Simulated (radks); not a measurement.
Task: Species: neutral praseodymium. Configuration: [Kr] 4d10 4f3 5s2 5p5 6s2 6p1 (not the ground configuration). Method: scalar-relativistic Kohn-Sham, PW91, spin-polarised, spherical densities, point nucleus; open shells are filled with parallel spins first (spin-orbit coupling, left out, can overturn this in heavy ions); computed with a radial shooting solver on a logarithmic mesh with Libxc functionals. Some entries of the table are withheld. Estimate them.

orbital,occ.,eigenvalue (eV),<r> (bohr)
1s up,1,-41827.44,0.02409
1s down,1,-41827.37,0.02409
2s up,1,-6733.423,0.1031
2s down,1,-6733.383,0.1031
2p up,3,-6025.605,0.09054
2p down,3,-6025.546,0.09054
3s up,1,-1456.852,0.2724
3s down,1,-1456.051,0.2723
3p up,3,-1232.689,0.2705
3p down,3,-1231.884,0.2704
3d up,5,-917.8940,0.2475
3d down,5,-917.2573,0.2474
4s up,1,-294.5672,0.6227
4s down,1,-292.3237,0.6224
4p up,3,-221.3770,0.6598
4p down,3,-219.1052,0.6594
4d up,5,-116.7390,0.7279
4d down,5,-114.4039,0.7271
5s up,1,-44.9198,1.486
5s down,1,-42.6103,1.498
5p up,3,-26.7986,1.717
5p down,2,-24.7946,1.742
4f up,3,-7.2439,1.099
6s up,1,-5.3253,4.026
4f down,0,-4.9158,1.131
6s down,1,-4.6258,4.088
6p up,1,(1),(2)
6p down,0,(3),(4)

Result: 
(1) 6p up eigenvalue (eV): -2.4269
(2) 6p up <r> (bohr): 5.205
(3) 6p down eigenvalue (eV): -1.8172
(4) 6p down <r> (bohr): 5.415
